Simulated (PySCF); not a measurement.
**EPR parameters of C8H7O**

Species: C₈H₇O (doublet state).
Cartesian coordinates in Å at the GFN2-xTB level; atoms count from 1:
```xyz
16
C8H7O angstrom
C      2.4220    0.3714    0.5080
C      1.5768   -0.8666    0.3383
O      1.9403   -1.9747    0.6637
C      0.2669   -0.6091   -0.2585
C     -0.8112   -1.3798   -0.5901
C     -1.6566   -0.2067   -1.0283
C     -2.3648    0.6171    0.0353
C     -1.2826    1.3706    0.3298
C     -0.4423    0.6272   -0.5920
H      1.8760    1.1033    1.0998
H      3.3601    0.1243    0.9971
H      2.6210    0.8094   -0.4682
H     -1.0205   -2.4292   -0.5164
H     -2.0722   -0.2145   -2.0278
H     -3.3457    0.5180    0.4587
H     -1.0749    2.1485    1.0393
```

The hyperfine couplings belong to this conformer and change with its torsions.

Identity: `CC(=O)C1=C[C@H]2C=C[C]12` [radical].

Computed, not measured: PySCF 2.14.0, UKS B3LYP, pcH-1 on C H O, non-relativistic, mean-field spin-orbit, GIAO. One conformer (not necessarily the lowest) at the GFN2-xTB geometry, without solvent, vibrations or thermal averaging. Couplings are sensitive to structure, and on GFN2-xTB geometries they can be far from those on DFT ones. The SCF solution wasn't tested for stability. ⟨S²⟩ is 0.779 where a pure state has 0.75.

* g1, g2, g3: 2.00216, 2.00240, 2.00279
* g_iso: 2.00245
* Form of g: rhombic: the two nearest values differ by 38 % of g3 − g1
* ⟨S²⟩: 0.7789 (exact 0.7500)
* α and β electrons: 32, 31
* HOMO–LUMO gap, α and β orbitals: 4.13, 3.91 eV
* Basis functions: 295

Isotropic coupling and dipolar principal values T1 to T3, in 10⁻⁴ cm⁻¹; ρ(0) is the spin density at the nucleus (1 × 10⁻⁴ cm⁻¹ = 2.998 MHz):

| atom | isotope | a_iso | T1 | T2 | T3 | Mulliken spin population | ρ(0) (bohr⁻³) |
| --- | --- | --- | --- | --- | --- | --- | --- |
| C1 | 13C | 0.1 | -0.3 | 0.1 | 0.2 | 0.00 | 0.0002 |
| C2 | 13C | 1.3 | -0.4 | 0.1 | 0.3 | 0.02 | 0.0034 |
| O3 | 17O | 0.7 | -1.6 | -1.5 | 3.0 | -0.03 | -0.0033 |
| C4 | 13C | -7.9 | -7.4 | 2.4 | 5.0 | -0.16 | -0.0210 |
| C5 | 13C | 11.8 | -8.0 | -7.4 | 15.5 | 0.32 | 0.0316 |
| C6 | 13C | -8.8 | -0.8 | -0.4 | 1.2 | -0.05 | -0.0235 |
| C7 | 13C | 11.6 | -7.3 | -6.7 | 13.9 | 0.29 | 0.0310 |
| C8 | 13C | -8.2 | -7.4 | 2.3 | 5.1 | -0.15 | -0.0219 |
| C9 | 13C | 83.6 | -19.7 | -18.4 | 38.1 | 0.75 | 0.2231 |
| H10 | 1H | 0.1 | -0.7 | -0.6 | 1.3 | 0.00 | 0.0000 |
| H11 | 1H | -0.1 | -0.3 | -0.3 | 0.6 | 0.00 | 0.0000 |
| H12 | 1H | 0.3 | -0.8 | -0.6 | 1.4 | 0.00 | 0.0002 |
| H13 | 1H | -0.6 | -4.3 | -0.5 | 4.8 | 0.00 | -0.0004 |
| H14 | 1H | 4.7 | -0.9 | -0.8 | 1.7 | 0.01 | 0.0032 |
| H15 | 1H | -0.2 | -3.9 | -0.5 | 4.4 | 0.00 | -0.0001 |
| H16 | 1H | 2.8 | -1.6 | -0.2 | 1.8 | 0.00 | 0.0019 |

The largest Mulliken spin populations are on C9 (+0.75), C5 (+0.32), C7 (+0.29) and C4 (-0.16). Three atoms exceed +0.15. The positive populations add up to 1.40 and the negative ones to -0.40, together 2S = 1. The angles at C9 add up to 304.0°, so it is pyramidal.

Under fast tumbling the dipolar parts average out, and these isotropic splittings remain: 1 × 1H (H14, I = 1/2, 2 lines) with 0.50 mT, 1 × 1H (H16, I = 1/2, 2 lines) with 0.30 mT and 1 × 1H (H13, I = 1/2, 2 lines) with 0.07 mT.

The 13C coupling of C9 (250.8 MHz) shows only in satellite lines or after enrichment, since that isotope makes up about 1.07 % of natural carbon.
